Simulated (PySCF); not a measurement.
# Scandium: a sound run and one with changed settings

Sound run: Sc⁺ [Ar] 3d1 4s1, Sc²⁺ [Ar] 3d1. Computed with PySCF 2.14 in pcseg-2 (6s4p3d2f1g, 56 functions), with the non-relativistic Hamiltonian (point nucleus). In the sound run the correlated levels freeze [Ar]. The sound run starts from symmetry-adapted Hartree-Fock orbitals and uses a fine grid where one is needed.

Changed run: all electrons correlated in a basis built for the valence shell.

```
species  method  sound run (hartree)  changed run (hartree)  converged
    Sc⁺     MP2           -759.53082             -759.77603        yes
   Sc²⁺     MP2                  n/a             -759.30966        yes
```

Ionisation energy of Sc⁺:

```tsv
method	sound run (eV)	changed run (eV)
UHF	12.164	12.164
MP2	12.244	12.691
SCS-MP2	12.190	12.569
```

A valence basis has no tight correlating functions, so it recovers only part of the core correlation, and not evenly between atom and ion.

For comparison, NIST gives 12.800 eV between the lowest levels.
